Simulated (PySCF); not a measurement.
Compound: C₇H₉ (doublet state).
Numbering: `[CH2:1]=[CH:2]/[C:3]([CH3:4])=[C:5]1\[CH:6][CH2:7]1` (hydrogens: H8, H9 on C1; H10 on C2; H11, H12, H13 on C4; H14 on C6; H15, H16 on C7)

Geometry (GFN2-xTB, Å), atoms numbered from 1 in this order:
```
atom  x, y, z in Å
C1     2.5582   -0.7580   -0.1381
C2     1.2272   -0.9504   -0.1557
C3     0.2398    0.0614    0.0030
C4     0.6207    1.4938    0.2070
C5    -1.0925   -0.2842   -0.0304
C6    -2.0767   -1.1820   -0.1494
C7    -2.4984    0.2285    0.0638
H8     3.2428   -1.5780   -0.2651
H9     2.9967    0.2143    0.0028
H10    0.8439   -1.9527   -0.3017
H11    1.2017    1.8595   -0.6401
H12    1.2350    1.6028    1.1012
H13   -0.2679    2.1105    0.3141
H14   -2.4153   -2.1772   -0.2894
H15   -2.9237    0.7926   -0.7619
H16   -2.8989    0.5281    1.0285
```

The hyperfine couplings belong to this conformer and change with its torsions.

Method used: PySCF, UKS B3LYP, pcH-1 on C H, non-relativistic, mean-field spin-orbit, GIAO. The structure is a single GFN2-xTB conformer in the gas phase; no vibrational or solvent corrections. Couplings are sensitive to structure, and on GFN2-xTB geometries they can be far from those on DFT ones. Stability of the SCF solution: not tested. ⟨S²⟩ is 0.788 where a pure state has 0.75.

Mulliken spin populations: C1 +0.375, C2 -0.186, C3 +0.501, C4 -0.041, C5 -0.220, C6 +0.567, C7 -0.031, H8 -0.017, H9 -0.016, H10 +0.006, H11 +0.024, H12 +0.024, H13 +0.001, H14 -0.023, H15 +0.018, H16 +0.018. Main spin sites, with 60 % or more of the largest population: C1, C3, C6; positions count bonds from the nearest.

(1) Give the computed dipolar 1H tensors of H11, H12, H13, H15, H16.

(2) Estimate them with point dipoles: put each population ρk at its nucleus, leave out the nucleus itself and the atom bound to it, and sum T = Σ [ρk/(2S)]·C·(3 n nᵀ − 1)/r³ with C = μ0 gₑ μB g_N μN/(4π h) = 79.06 MHz Å³.

## Answers

(1) 
```tsv
atom	position	distance from C6 (Å)	T1 (MHz)	T2	T3
H11	2 bonds from C3	4.50	-2.68	-1.32	4.00
H12	2 bonds from C3	4.50	-2.70	-1.29	3.99
H13	2 bonds from C3	3.79	-2.05	-1.95	4.00
H15	2 bonds from C6	2.23	-2.31	-1.65	3.95
H16	2 bonds from C6	2.23	-2.31	-1.65	3.95
```

(2) 
```
atom  T1 (MHz)     T2    T3  T3, computed  difference in T3 (%)
 H11     -3.91  -3.23  7.13          4.00                   +78
 H12     -3.91  -3.21  7.12          3.99                   +79
 H13     -4.05  -3.09  7.14          4.00                   +78
 H15     -3.35  -3.02  6.37          3.95                   +61
 H16     -3.36  -3.02  6.38          3.95                   +61
```

Time: 53 s wall (grids of density and orbitals included); peak memory 1.1 GiB. Hardware: one thread, Arm Neoverse V1 (aarch64), shared host with 64 logical CPUs at a one-minute load of 24.
